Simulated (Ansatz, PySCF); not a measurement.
Another site gives an ion 60074.26 eV lower (`O[SiH2]Br`) at the level CAM-B3LYP-D3(BJ)/def2-TZVPD (PySCF).

Cartesian coordinates (Å):
SMILES: O[SiH2]O[SiH3]
```xyz
10

O      2.0217    -0.2958     0.9181
Si     1.2264     0.5989    -0.1991
O     -0.2379    -0.0171    -0.5458
Si    -1.7624    -0.3561    -0.0666
H      2.3767    -1.1547     0.6821
H      1.9780     0.6371    -1.4674
H      1.0774     1.9299     0.4111
H     -2.6407    -0.3407    -1.2525
H     -1.8031    -1.6949     0.5580
H     -2.2266     0.6534     0.9095
```
Charge 0, multiplicity 1.

Computed with Ansatz (a quantum-chemistry and plane-wave program) with frozen-core CCSD(T)/def2-TZVPD // CAM-B3LYP-D3(BJ)/def2-TZVPD.

```yaml
HF energy: -731.32813 Ha
MP2 correlation energy: -0.70956 Ha
```

**Question.** Estimate the CCSD correlation energy, the (T) correction, the total energy and the T1 diagnostic.

**Answer.** 
```
Quantity                         Value
-----------------------  -------------
CCSD correlation energy    -0.75046 Ha
(T) correction             -0.02475 Ha
CCSD(T) total energy     -732.10334 Ha
T1 diagnostic                    0.012
```
